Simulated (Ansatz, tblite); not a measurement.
Forces on the cluster K₄Bi₂⁺ at its r2SCAN-D4/def2-SVP geometry. The state is a doublet with charge 1.

In the def2 sets Bi takes a core potential; there is no spin–orbit coupling. The xTB rows come from tblite. The structure comes from a short search, and lower isomers may exist.

GFN1-xTB (tblite), largest force 0.46 eV/Å:

```xyz
6
positions Å, forces eV/Å
K    -0.453    1.833    2.575   -0.031   -0.449   -0.088
K     2.948    0.396   -1.398   -0.255    0.008   -0.033
K    -1.022   -3.260    2.081   -0.044    0.434    0.005
K    -1.576   -0.285   -2.743    0.205   -0.028    0.174
Bi   -0.025    2.087   -0.786    0.015   -0.271    0.106
Bi    0.128   -0.770    0.271    0.110    0.305   -0.164
```

GFN2-xTB (tblite), largest force 0.95 eV/Å:

```
K -0.031 -0.118 0.280
K 0.167 0.092 -0.111
K -0.270 -0.142 0.256
K -0.099 -0.123 -0.137
Bi 0.015 -0.538 0.126
Bi 0.217 0.829 -0.414
```

PBE-D4/def2-TZVP (Ansatz), largest force 0.07 eV/Å:

```
K -0.012 0.006 0.004
K -0.007 0.013 -0.008
K -0.024 -0.002 0.038
K 0.002 0.011 -0.006
Bi 0.000 -0.015 0.023
Bi 0.041 -0.014 -0.052
```
